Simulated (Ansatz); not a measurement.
Several settings on one geometry of the cluster NiS2 (that of the charge 0 singlet, PBE0-D4/def2-TZVP). Ansatz on 4 threads of Arm Neoverse V1 on a shared host; times are rough.

```xyz
3

Ni   -0.385    0.152   -1.168
S    -0.766   -0.238    0.879
S     1.151    0.086    0.289
```

Totals from different functionals, basis sets or treatments of relativity can't be compared as stabilities.

At PBE0-D4/def2-TZVP a triplet lies 0.64 eV below the restricted singlet of charge 0, at its own geometry.

(1) Give the basis size and estimate the energy, ⟨S²⟩ and time of these runs.

```csv
run,method,charge,state,further keys
1,UKS PBE0-D4/def2-SVP,0,singlet,scf: {omitted_lower_state_checks: [starts]}
2,RKS ωB97/def2-mTZVP,0,singlet,"final_grid: {core_spheres: 20, valence_spheres: 16, degree: 47}; accuracy: high; scf: {lower_state_search: full}; forces asked"
3,RKS rPW86-PBE/def2-SVP,0,singlet,scf: {omitted_lower_state_checks: [starts]}
```

## Answers

(1) 
```
run  functions  energy (Eh)  ⟨S²⟩  wall time
  1         67   -2303.7145  1.00      9.5 s
  2         77   -2304.8041     –      9.5 s
  3         67   -2305.6833     –      1.9 s
```

At UKS PBE0-D4/def2-SVP the unrestricted singlet has broken spin symmetry (⟨S²⟩ up to 1.00). The restricted singlet is unstable towards broken spin symmetry at other levels; at RKS ωB97/def2-mTZVP, RKS rPW86-PBE/def2-SVP this wasn't settled.
